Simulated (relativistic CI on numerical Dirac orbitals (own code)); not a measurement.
**Sensitivity of the levels of Mn19+ to α and to the nuclear radius**

These numbers are calculated, not measured: Dirac-Coulomb-Breit CI, KLI orbitals optimised for each configuration, derivatives by finite differences, unscaled Slater integrals, QED left out (own radial code, finite nucleus).

Configurations in the expansion (outside the closed core 1s2): 2s²2p², 2s2p³, 2p⁴, 2p³3s, 2p³3p, 2p³3d, 2s²2p3s, 2s²2p3p. Levels of other configurations are missing.

With x = (α/α₀)² − 1 an excitation energy changes as ω = ω₀ + qx; K = 2q/ω₀ is the relative enhancement. Terms are leading LS components, so labels can repeat. The field-shift factor is F = δν/δ⟨r²⟩ for the transition from the lowest level.

Lowest level 2s²2p² ³P0.

| Level | ω₀ (cm⁻¹) | q (cm⁻¹) | F (GHz/fm²) |
| --- | --- | --- | --- |
| 2s²2p² ³P1 | 59726 | 78450 | 0.0465 |
| 2s²2p² ³P2 | 99264 | 98720 | -0.071 |
| 2s²2p² ¹D2 | 214318 | 152300 | -0.333 |
| 2s²2p² ¹S0 | 329769 | 161800 | -3.46 |
| 2s2p³ ⁵S°2 | 433864 | 171300 | -75.6 |
| 2s2p³ ³D°2 | 725807 | 157600 | -76.8 |
| 2s2p³ ³D°1 | 726665 | 152300 | -76.9 |
| 2s2p³ ³D°3 | 745829 | 191400 | -76.9 |
| 2s2p³ ³P°0 | 853733 | 196400 | -76.8 |
| 2s2p³ ³P°1 | 860421 | 208400 | -77 |
| 2s2p³ ³P°2 | 874215 | 229800 | -77 |
| 2s2p³ ³S°1 | 1035120 | 175600 | -80.6 |
| 2s2p³ ¹D°2 | 1060923 | 218700 | -79.5 |

At this charge energies of transitions that change n are usually good to better than 1 %, and those within a shell (Δn = 0) to a few per cent.

(1) Which transition from the lowest level has the largest |K|?

Results:

(1) 2s²2p² ³P1 at 59726 cm⁻¹, K = 2.63.
